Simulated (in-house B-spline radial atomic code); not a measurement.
Mg²⁺. Computed with a B-spline radial atomic code. Model: non-relativistic spherical atom: semilocal Troullier-Martins pseudo-atom, one channel per l, against all electrons, high spin, G0W0 and RPA with empty states to l = 8, local potential for every l without a channel, a model core (radius 0 = none) keeps its share of the functional.

What the tables leave out is listed at the end.

The pseudopotential gives back the lowest level of each angular momentum of its own functional in the configuration it was made in; a second state of the same l is only approximately right. Exact exchange, RPA and GW see the smooth pseudo-orbitals and miss the exchange with the core, for which the functional's share stands in. The column with an uncorrelated core keeps all orbitals and exact exchange, and so separates missing core correlation from pseudisation. Only the three outermost levels and the lowest empty one were computed. RPA here is direct RPA, with no exchange kernel, and its energies carry an (l + 1/2)⁻⁴ tail. A hybrid on a potential with a model core restores only its own semilocal share of the core's exchange.

Command:
```bash
python run_psgw.py task.json out
```
Settings (lengths in bohr, energies in hartree):
```
Z                      12
electrons              10
configuration          [He] 2s2 2p6
generated_in           [Ne] 3s2
functional             pbe,pbe
core_shells            1
radius_factor          0.9
core_correction        True
```

Time taken, with all properties: 21 s on 1 thread of Intel(R) Xeon(R) Platinum 8488C (Sapphire Rapids), with other jobs on the host.

Given: made with PBE; model core radius 0.201 bohr; local radius 0.516 bohr; mean-field start PBE.

Valence shells of the generating configuration: 2s, 2p, 3s.

Channel: s 0.493, p 0.643 (radii in bohr).

Computed: largest level miss in the spin-unpolarised generating configuration 0.006 eV; valence RPA correlation energy all-electron orbitals -0.4858 hartree; valence RPA correlation energy pseudo -0.48228 hartree; pseudo-atom RPA polarisability 0.48167 bohr³.

| level | occupied | mean-field all-electron (eV) | mean-field pseudo minus all (eV) | G0W0 all-electron (eV) | G0W0 uncorrelated core minus all (eV) | G0W0 pseudo minus all (eV) | exchange self-energy all-electron (eV) | exchange self-energy pseudo (eV) |
| --- | --- | --- | --- | --- | --- | --- | --- | --- |
| 2p | 1 | -66.718 | -0.021 | -79.734 | 0.067 | 0.429 | -52.809 | -51.178 |
| 3s (empty) | 0 | -18.269 | -0.021 | -14.744 | 0.003 | -0.063 | -2.1301 | -1.8877 |

(1) What is the all-electron RPA polarisability, core included?

Given: mean-field start PBE0.

Computed: valence RPA correlation energy all-electron orbitals -0.46798 hartree; all-electron RPA polarisability, core included 0.44714 bohr³; pseudo-atom RPA polarisability 0.44634 bohr³.

| level | occupied | mean-field all-electron (eV) | mean-field pseudo minus all (eV) | G0W0 all-electron (eV) | G0W0 uncorrelated core minus all (eV) | G0W0 pseudo minus all (eV) | exchange self-energy all-electron (eV) | exchange self-energy pseudo (eV) |
| --- | --- | --- | --- | --- | --- | --- | --- | --- |
| 2p | 1 | -70.784 | 0.1 | -80.039 | 0.066 | 0.456 | -52.872 | -51.164 |
| 2s | 1 | -105.53 | -0.308 | -116.57 | 0.02 | -0.65 | -61.125 | -58.79 |
| 3s (empty) | 0 | -17.285 | -0.034 | -14.861 | 0.003 | -0.055 | -1.8854 | -1.6708 |

(2) What is the valence RPA correlation energy pseudo?

Results:

(1) 0.48562 bohr³.

(2) -0.46434 hartree.

Among the listed levels the largest G0W0 shift of the pseudo-atom is -0.65 eV, for 2s on the PBE0 start, while leaving the core uncorrelated moves that level by +0.02 eV. So pseudisation and the lost core exchange, not the missing core correlation, make the error. Not in the tables (levels of low weight, unsolved or above zero; the highest and the empty levels are kept at any weight): on PBE the G0W0 levels 2s (pseudo minus all -0.11 eV, weights 0.35 and 0.42); no Hartree-Fock pseudo-atom is run with a model core.
